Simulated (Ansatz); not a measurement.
Co₃S₃, relaxed as a doublet with UKS PBE-D4/def2-SVP in Ansatz, starting from the GFN2-xTB geometry. Force threshold 0.02 eV/Å.

The charge 0 doublet is spin-contaminated (final ⟨S²⟩ up to 3.38, 0.75 for a pure state). At PBE-D4/def2-SVP a quartet of charge 0 lies 0.07 eV below the doublet, each at its own geometry. Another isomer (doublet) lies 0.30 eV lower at PBE0-D4/def2-TZVP.

Start:

```tsv
atom	x (Å)	y (Å)	z (Å)
Co1	-1.206	0.670	-0.080
Co2	0.153	-1.489	0.307
Co3	1.251	0.476	0.742
S4	-0.565	-0.093	1.850
S5	0.681	1.120	-1.207
S6	-0.314	-0.684	-1.611
```

Problem. Estimate the energy that the relaxation releases and the steps that it takes.

Solution. 174.1 kJ/mol, in 41 steps; 4.6 min on 4 threads of Arm Neoverse V1 on a shared host. No frequencies were taken in this run, so the end may be a saddle point.

Problem. Does the start keep its bonding and symmetry?

Solution. Bonds lost: Co1–S4, S5–S6 (atoms count from 1). Point group Cs at the start, Cs at the end, both within 0.05 Å.

Problem. Predict the relaxed structure.

Solution. 
Cartesian coordinates in Å:
```
Co -0.0081 0.2578 -1.2404
Co -0.4110 -1.1458 0.3508
Co 0.8980 0.7119 0.8553
S -0.0250 -0.5084 2.3625
S 0.7499 2.1891 -0.6960
S -1.2037 -1.5047 -1.6323
```
Bond lengths (bridged metal pairs left out): 6 × Co–S 2.14 to 2.17 Å.
